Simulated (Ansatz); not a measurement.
Two structures of BAsH$_{6}$O, closed shell, reached by relaxing down either side of one saddle point (PBE0-D4/def2-TZVP). Energies are electronic, without zero-point energy. Computed with Ansatz 0.2.0 (basis: def2-TZVPP and def2-QZVPP); correlated methods freeze the cores. Filled d shells of the heavier atoms are correlated. The def2 sets are not built for correlating such inner shells, so the correlated values are less sure here. Extrapolation: Hartree–Fock as exp(−7.88 √X), correlation as X^−2.97. First:

```csv
atom,x (Å),y (Å),z (Å)
B1,-0.2404,0.6615,-1.4013
O2,1.0009,0.6080,-1.9333
H3,-1.0880,-0.1246,-1.7272
H4,-0.4689,1.5729,-0.6575
H5,0.8755,0.1871,2.2808
As6,-0.0325,-0.6967,1.4430
H7,1.1231,-0.1299,-2.5353
H8,-1.2871,-0.2001,2.1413
H9,0.1175,-1.8784,2.3897
```

Second:

B1  (-0.663, 0.239, -0.603)
O2  (0.976, 0.396, -0.843)
H3  (-0.999, -0.499, -1.489)
H4  (-1.059, 1.371, -0.681)
H5  (1.318, 0.935, -0.117)
As6  (-0.980, -0.580, 1.268)
H7  (1.363, -0.483, -0.728)
H8  (-0.011, 0.325, 2.035)
H9  (0.055, -1.704, 1.158)
(Å)

(1) Which bonds change from the first to the second?

(2) Give the saddle point's structure and its height above each. (An estimate is asked for; the value comes from the calculation.)

The T1 diagnostic stays at or below 0.013.

Answers

(1) BH₃O ([BH2][OH]) + AsH₃ → BAsH₄ ([BH2][AsH2]) + H₂O (still joined by a long B–O bond); bonds formed: B1–As6, O2–H5; bonds broken: H5–As6; bonds weakened to dative contacts: B1–O2.

(2) By the calculation: 169.1 kJ/mol above the first and 102.7 kJ/mol above the second (CCSD(T) at an estimated basis limit (MP2 extrapolated from triple and quadruple zeta, plus CCSD(T) − MP2 in triple zeta)).
```tsv
atom	x (Å)	y (Å)	z (Å)
B1	-0.4676	0.3319	-0.7773
O2	1.0495	0.5895	-0.8772
H3	-0.8613	-0.5675	-1.4648
H4	-1.0871	1.3524	-0.7224
H5	0.5897	0.0937	0.2268
As6	-0.8087	-0.4832	1.2778
H7	1.4699	-0.1367	-1.3498
H8	-0.0661	0.4463	2.2262
H9	0.1817	-1.6264	1.4608
```

Labels in which every atom is bracketed show which atoms are joined, not bond orders.

For scale, one of the runs: CCSD(T)/def2-TZVPP, 194 basis functions, launched by `ansatz run in.yaml --threads 4 --pin off --events-out ev --progress --plain --max-ram 9574MiB`. Time: 64 s of wall clock on 4 CPU threads of an Arm Neoverse V1; the host was shared. Peak host memory: 2.3 GiB.
